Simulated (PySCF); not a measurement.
A run for PySCF: R-HF/STO-3G on C3H8O2 (a complex), monomers drawn apart or pushed together.

```python
from pyscf import gto, scf, dft, mp
from pyscf.data.elements import chemcore

mol = gto.M(
    atom='''
    O    -0.71713349    0.58540542    0.45083050
    H    -0.62531740   -0.06651684    1.16799908
    H    -0.58808702    0.09518473   -0.36621523
    C     0.27082459    1.30756238    3.36225243
    C     0.10995260   -0.18173598    3.53060691
    C     0.46747517   -0.75874158    4.87743847
    O    -0.29384458   -0.89478766    2.63335908
    H     1.21579359    1.64463575    3.79288995
    H     0.20316934    1.59087853    2.31444986
    H    -0.52717734    1.80841809    3.91875560
    H     0.16377011   -1.80113235    4.93558621
    H     1.54897153   -0.68709311    5.02314917
    H     0.00147689   -0.18244289    5.67962467
    ''',
    basis='sto-3g',
    charge=0, spin=0, verbose=3, max_memory=1800)
mf = scf.RHF(mol)
mf.conv_tol = 1e-8
mf.max_cycle = 100
mf.kernel()
if not mf.converged:
    mf = mf.newton().run(mf.mo_coeff, mf.mo_occ)
```

Output:

```
converged SCF energy = -264.503316220263
```

Self-consistency was reached.

Cost: about 0.16 core-seconds (a rough figure).
